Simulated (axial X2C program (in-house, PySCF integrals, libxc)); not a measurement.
# Levels of OsB by electron attachment to OsB⁺ (EOM-EA-CCSD)

Computed with an axial X2C code built on PySCF integrals: two-component X2C with atomic mean-field Coulomb and Gaunt terms, Gaussian nuclei, basis Os dyall-acv3z, B dyall-av3z with contracted cores.

R = 1.771 Å (near the PBE0 minimum at charge 0 of the determinant lowest at the starting distance; the state shown can have its own minimum elsewhere).

Hartree–Fock spinors of OsB⁺ (one of each Kramers pair; a window near the gap, which can cut inner shells):

```csv
ω,occupied,ε (eV),character
1/2,yes,-22.18,"41% Os d, 38% B s, 8% Os s"
3/2,yes,-18.41,"96% Os d, 2% B f"
1/2,yes,-17.66,"78% Os d, 14% B p, 3% B d"
3/2,yes,-16.43,"75% Os d, 20% B p, 3% B d"
1/2,yes,-15.45,"46% Os d, 21% B s, 12% B p"
1/2,no,-6.61,"42% B p, 34% Os s, 14% Os p"
1/2,no,-4.66,"47% Os p, 40% B p, 8% Os d"
5/2,no,-4.25,"92% Os d, 5% B d, 4% B f"
3/2,no,-4.16,"45% Os p, 39% B p, 11% Os d"
1/2,no,-3.26,"28% Os p, 24% B p, 22% Os s"
1/2,no,-2.02,"55% Os s, 15% Os p, 12% Os d"
```

Levels of OsB obtained by attaching an electron to OsB⁺:

```tsv
Ω	binding energy (eV)	above lowest (cm⁻¹)	attached spinor	one-particle weight
1/2	7.737	0	39% B pσ, 35% Os sσ, 15% Os pσ	0.93
5/2	7.235	4049	94% Os dδ	0.90
1/2	5.538	17737	45% Os pπ, 37% B pπ, 8% Os dπ	0.92
3/2	4.972	22305	44% Os pπ, 38% B pπ, 12% Os dπ	0.91
1/2	4.260	28049	33% Os pσ, 24% B pσ, 15% Os dσ	0.69
```

(1) What is the splitting of the first π pair in the table, and is it regular or inverted?

This point took 19 s on 1 thread of Arm Neoverse V1, on a shared host.

Reference electrons by ω block (each with its −ω partner): 1/2: 23, 3/2: 12, 5/2: 4, 7/2: 1. 10 electrons of OsB⁺ correlated (inner shells frozen), 92 natural virtual spinors (a truncated set); levels can be off by some tenths of an eV. Roots sought by Ω: (1/2: 5, 3/2: 4, 5/2: 2, 7/2: 1); rows need 60 % one-particle weight and stop where some Ω has no more roots. Missing are any skipped roots, higher Ω and states of a further excitation; these come out far too high here and may in truth be low or lowest. T1 of the reference 0.040 (Lee–Taylor). The reference was not checked to be the lowest state of its species. Number of frozen shells: Os 5 s, 4 p, 2 d, 1 f; B 1 s. Large amplitudes in the reference (orbital relaxation or multireference character) lower the reliability.

Answers

(1) E(3/2) − E(1/2) = 22305 − 17737 = 4568 cm⁻¹ at EOM-EA-CCSD: regular, Ω = 1/2 lower. Splittings at this level can be off by ten to twenty per cent.
